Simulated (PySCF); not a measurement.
**One change to the structure, seen by NMR**

Starting compound: `C(C)O/C([SiH3])=C/[SiH2]F`, C$_{4}$H$_{11}$FOSi$_{2}$.

1H NMR (400 MHz, computed): δ 5.57 (m, 2H), 5.12 (m, 1H), 4.11 (s, 3H), 3.78 (q, 2H), 1.45 (t, 3H). 13C{1H} NMR (computed): δ 177.3 (C), 104.5 (CH), 64.8 (CH2), 17.0 (CH3).

Theoretical values (PySCF 2.14): GIAO PBE0/pcSseg-1 shieldings, GFN2-xTB geometry. A single conformation, fast rotation and ring inversion assumed for equivalent nuclei, in vacuum, relativity neglected.

Referencing at the same level of theory: 1H (31.72 ppm), 13C (186.93 ppm) against TMS. Splittings of carbon signals by F and P are missing where no couplings were computed. Where no couplings were computed, multiplicities follow the n + 1 count of equivalent neighbours, and m marks all less simple cases (inequivalent or close neighbours, rings, F or P nearby). Shifts are as computed. Against solution values, carbons near 30 ppm lie about +3 ppm off and those near 130 ppm about +5 ppm. Of 1211 compounds with measured shifts, 218 miss one by over three times the rms of a fit or turn the order of signals round; such compounds aren't used in these exercises.

Question: What are the spectra after this edit: terminal Si group replaced by H, giving `CCO/C=C\[SiH2]F`?

Answer: 1H NMR (400 MHz, computed): δ 6.83 (m, 1H), 5.58 (m, 2H), 4.68 (m, 1H), 3.93 (q, 2H), 1.35 (t, 3H). 13C{1H} NMR (computed): δ 167.0 (CH), 100.2 (CH), 70.2 (CH2), 17.4 (CH3).

Question: What are the spectra after this edit: C replaced by Si, giving `F[SiH2]/C=C(\[SiH3])OC[SiH3]`?

Answer: 1H NMR (400 MHz, computed): δ 5.60 (m, 2H), 5.27 (m, 1H), 4.11 (s, 3H), 4.05 (t, 3H), 3.58 (q, 2H). 13C{1H} NMR (computed): δ 179.1 (C), 104.2 (CH), 53.9 (CH2).

Question: What are the spectra after this edit: Si replaced by C, giving `CCO/C([SiH3])=C\CF`?

Answer: 1H NMR (400 MHz, computed): δ 5.63 (m, 1H), 5.56 (m, 2H), 4.35 (s, 3H), 4.09 (q, 2H), 1.37 (t, 3H). 13C{1H} NMR (computed): δ 158.3 (C), 129.8 (CH), 82.9 (CH2), 69.1 (CH2), 18.0 (CH3).

Question: What are the spectra after this edit: H on Si replaced by F, giving `CCO/C([SiH3])=C\[SiH](F)F`?

Answer: 1H NMR (400 MHz, computed): δ 5.24 (m, 1H), 5.21 (m, 1H), 4.32 (s, 3H), 4.10 (q, 2H), 1.45 (t, 3H). 13C{1H} NMR (computed): δ 184.7 (C), 119.1 (CH), 69.0 (CH2), 17.8 (CH3).
